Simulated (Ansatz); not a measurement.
One change: `CN[BH][AlH2]` becomes `CN[BH][GeH3]`.

Ansatz, PBE0-D4/def2-TZVP geometries, multiplicity 1. Each molecule was computed in one conformer, which needn't be the lowest.

Scalar relativity is left out up to krypton.

| property | `CN[BH][AlH2]` |
| --- | --- |
| HOMO energy (PBE/def2-TZVPP) / eV | -5.73 |
| HOMO energy (PBE0/def2-TZVPP) / eV | -6.89 |
| HOMO–LUMO gap (ωB97M-V/def2-TZVPP) / eV | 8.87 |
| HOMO–LUMO gap (B3LYP/def2-TZVPP) / eV | 4.69 |
| HOMO energy (B3LYP/def2-TZVPP) / eV | -6.71 |
| size of the dipole moment (PBE/def2-TZVPP) / D | 2.93 |

(1) What does the change do to each property? (Estimate.)

## Answers

(1) The calculation gave: 
| property | `CN[BH][GeH3]` | shift |
| --- | --- | --- |
| HOMO energy (PBE/def2-TZVPP) / eV | -6.54 | -0.81 |
| HOMO energy (PBE0/def2-TZVPP) / eV | -7.74 | -0.85 |
| HOMO–LUMO gap (ωB97M-V/def2-TZVPP) / eV | 11.39 | 2.52 |
| HOMO–LUMO gap (B3LYP/def2-TZVPP) / eV | 6.96 | 2.27 |
| HOMO energy (B3LYP/def2-TZVPP) / eV | -7.55 | -0.84 |
| size of the dipole moment (PBE/def2-TZVPP) / D | 2.97 | 0.04 |

With PBE0 the HOMO falls by 0.85 eV and the LUMO rises by 1.45 eV, so the gap widens by about 2.30 eV. PBE moves the HOMO by -0.81 eV and ωB97M-V by -0.88 eV. Dipoles are sizes alone; their direction can turn.

B3LYP here is the variant with VWN-RPA as its local correlation; programs differ in this.
